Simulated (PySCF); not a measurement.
Correlation energy of O⁺ (oxygen, charge +1)

[He] 2s1 2p3 3d1, high-spin 6D determinant (an excited configuration). Computed with PySCF 2.14 in x2c-QZVPPall with one added diffuse shell each of s, p, d, f type (8s5p4d3f1g, 73 functions), with scalar relativity by spin-free X2C-1e. Frozen: 1s2; 5 electrons correlated.

```tsv
level	correlation energy (mhartree)
CCSD	-40.98
(T)	-0.24
CCSD(T)	-41.22
```

Diagnostics: T1 = 0.0026, D1 = 0.0071, largest double amplitude 0.012.

Q: Is a single reference adequate?

A: Yes: T1 lies below 0.03 and no double amplitude reaches 0.07.
